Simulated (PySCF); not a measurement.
**How methods differ on the ionisation energy of Ag⁺**

Ag⁺ [Kr] 4d10 (1S) → Ag²⁺ [Kr] 4d9 (2D), as a difference of total energies. Calculation: PySCF 2.14, in x2c-SVPall (6s5p5d1f, 53 functions); scalar relativity by spin-free X2C-1e. Correlated levels: valence: [Kr] frozen. The calculations carry no spin-orbit coupling.

**Question.** Order these methods by the ionisation energy they give, lowest first.
A. MN15
B. B3LYP
C. MP2 (valence)
D. UHF

**Answer.** D (19.814 eV), C (21.358 eV), A (21.768 eV), B (21.892 eV).

The reference lies between the lowest fine-structure levels, while these numbers refer to the centres of the terms.

Errors of the correlated levels include the incompleteness of this basis and the frozen core.

For comparison: 21.484 eV (measured; NIST Atomic Spectra Database, ionization energies).
